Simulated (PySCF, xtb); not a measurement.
Zn(I)(OSiH3) (H3IOSiZn), SMILES [SiH3][O][Zn][I]. Other conformers were not sampled.

Harmonic wavenumbers (cm⁻¹) from GFN2-xTB in xtb at its own minimum, in rising order: 23, 29, 71, 79, 212, 389, 597, 603, 760, 780, 825, 977, 2198, 2214, 2240.

Task: What does r2SCAN-D4/def2-SVP (PySCF) give at its own minimum? (Estimate from the structure and the level; the computed values follow.)

Result: 39, 47, 106, 127, 236, 523, 727, 738, 946, 953, 1009, 1031, 2183, 2189, 2224. Paired by order, the mean absolute difference is 80 cm⁻¹ and the zero-point energies are 17.2 and 18.7 kcal/mol.
